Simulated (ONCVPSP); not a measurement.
What the settings do to the ONCV potential of gallium (Ga)

Base potential:

ONCVPSP 4.0.1 input, shortened (lines: element, Z, core and valence counts, functional; n l f; lmax; l rc ep ncon nbas qcut; lloc lpopt rc5 dvloc0; l nproj debl; icmod fcfact rcfact), LDA (Perdew-Wang 92), scalar-relativistic:

```
  Ga 31.00    5    3  -001012      upf
    1    0    2.00
    2    0    2.00
    2    1    6.00
    3    0    2.00
    3    1    6.00
    3    2   10.00
    4    0    1.50
    4    1    1.50
    2
    0    1.80    0.00    4    7    4.30
    1    1.90    0.00    5    8    4.50
    2    0.95    0.00    3    8   15.50
    4    5    0.65    2.00
    0    2    2.20
    1    2    1.90
    2    2    2.20
    3    4.75    1.45
```

All-electron outer shells of the reference configuration (LDA (PZ), scalar-relativistic, ld1.x):

```tsv
shell	level (eV)	outermost node (bohr)	outermost maximum (bohr)
3s	-148.42	0.27	0.56
3p	-99.64	0.24	0.56
3d	-20.36	–	0.53
4s	-9.75	0.81	1.87
4p	-3.14	0.87	2.47
```

Cutoffs, loose and tight: the cutoffs (Ha) at which the residual kinetic energy of the hardest occupied pseudo-wave falls to 1 and 0.1 mHa per electron. They do not see the model core or the augmentation charge, which bear on the density cutoff. Test errors are all-electron minus pseudo excitation energies from the reference, over the configurations 3d10 4s2 4p1; 3d10 4s2 4p0; 3d10 4s1 4p0; 3d10 4s0 4p3. A dash means not determined; rows that change the core or the reference have their own tests.

1 further variants are left out, since the program set their typed debl aside.

A true bound ghost makes a file unfit for plane-wave use even where its test errors are small: the radial tests pick states by their node count and pass the ghost by.

```tsv
change	outcome	cutoff, loose	cutoff, tight	bound ghosts	GHOST(+) flags above zero	largest test error (meV)
base	generated	99 Ha	109 Ha	s	p	-5.1
p: qcut 2.7	generated	99 Ha	109 Ha	s	p	-4.9
core [Ne] 3s2, valence charge 19; reference 3p6 3d10 4s1; waves now 4s: rc 1.80 bohr, ncon 4, nbas 6, qcut 4.1 1/bohr, 2 projectors, debl 1.9 Ha; 3p: rc 1.00 bohr, ncon 4, nbas 7, qcut 15.1 1/bohr, 2 projectors, debl 3.7 Ha; 3d: rc 1.00 bohr, ncon 4, nbas 9, qcut 14.1 1/bohr, 2 projectors, debl 0.6 Ha; local potential polynomial inside 0.85 bohr (lpopt 3, dvloc0 0 Ha)	failed: test_data: must have ncon+3 <= nbas <= ncon+5, l= 0	–	–	–	–	–
d: rc 0.68	generated	355 Ha	740 Ha	s	p	-7.2
p: qcut 5.1	generated	99 Ha	109 Ha	s	p	-5.1
core correction Teter function, fcfact 4.75, rcfact 1.5	generated	99 Ha	109 Ha	s	p	-5.8
fully relativistic	generated	99 Ha	109 Ha	s	p3/2, p1/2	-2.2
s: qcut 4.8; p: qcut 5; d: qcut 17.3	failed: ERROR pspot: first pseudo wave function has node, program will stop	–	–	–	–	–
d: rc 0.74	generated	125 Ha	485 Ha	s	p	-7.1
```

(1) What comes out with this change to the base: functional revPBE?

(2) What comes out with this change to the base: core correction Teter function, fcfact 5.75, rcfact 1.8?

## Answers

(1) outcome: generated; cutoff, loose: 98 Ha; cutoff, tight: 109 Ha; bound ghosts: s; GHOST(+) flags above zero: p; largest test error (meV): -2.3.

(2) outcome: generated; cutoff, loose: 99 Ha; cutoff, tight: 109 Ha; bound ghosts: s; GHOST(+) flags above zero: p; largest test error (meV): -21.
